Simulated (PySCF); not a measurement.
This PySCF input asks for the NMR shieldings of `C=CC[C@@H](C)B(F)F`, C5H9BF2; the geometry comes from GFN2-xTB.

```python
import basis_set_exchange as bse
import numpy as np
from pyscf import gto, dft
from pyscf.prop import nmr

atoms = """
C     2.496334    0.930821    0.491649
C     1.643137    0.226701   -0.227524
C     0.588980   -0.668968    0.342668
C    -0.820241   -0.237276   -0.124532
C    -1.871946   -1.190599    0.465992
B    -1.106169    1.265674    0.307756
F    -1.371565    2.233979   -0.546267
F    -1.115989    1.655962    1.565623
H     2.492098    0.895468    1.568704
H     3.238047    1.566818    0.039460
H     1.665247    0.280178   -1.308587
H     0.632447   -0.647424    1.432626
H     0.766507   -1.696299    0.011313
H    -0.854571   -0.324487   -1.215124
H    -1.878077   -1.121193    1.550923
H    -1.646518   -2.216941    0.185379
H    -2.864721   -0.940386    0.099493
"""
names = dict.fromkeys(["C", "B", "F", "H"], "pcSseg-1")
basis = {el: gto.basis.parse(bse.get_basis(n, elements=[el], fmt="nwchem")) for el, n in names.items()}
mol = gto.M(atom=atoms, basis=basis, charge=0, verbose=0)
mf = dft.RKS(mol, xc="PBE0")
mf.grids.level = 2
mf.grids.alignment = dft.numint.BLKSIZE   # the property module wants whole blocks of grid points
mf.conv_tol = 1e-9
mf.kernel()

calc = nmr.RKS(mf)   # GIAO
C = mf.mo_coeff
Co = C[:, mf.mo_occ > 0]
resp = mf.gen_response(singlet=True, hermi=2)
def vind(x):   # induced exchange potential for any number of trial vectors
    d = np.einsum("pi,xij,qj->xpq", C, 2 * x.reshape(-1, C.shape[1], Co.shape[1]), Co, optimize=True)
    return np.einsum("xpq,pi,qj->xij", resp(d - d.transpose(0, 2, 1)), C, Co, optimize=True).ravel()
mo1, _ = nmr.rhf.solve_mo1(calc, with_cphf=vind)
sigma = calc.kernel(mo1)
for i, s in enumerate(sigma):   # ppm
    print("%2d %-2s %9.2f" % (i, mol.atom_pure_symbol(i), np.trace(s) / 3))
```

Q: Give the expected output.

A: 
```
 0 C      64.00
 1 C      40.10
 2 C     142.27
 3 C     161.15
 4 C     169.16
 5 B      72.16
 6 F     231.10
 7 F     253.73
 8 H      26.24
 9 H      26.41
10 H      25.61
11 H      29.64
12 H      29.41
13 H      30.34
14 H      30.62
15 H      30.61
16 H      30.52
```

These numbers come from an equivalent density-fitted implementation of the same equations, which agrees with the script to about 0.01 ppm for H and up to a few tenths of a ppm for heavy atoms, so last digits may differ.

Size and cost of the density-fitted run: 181 basis functions, 31 s wall time on 1 thread of an Intel Xeon Platinum 8488C, shared host; peak memory 0.81 GiB.
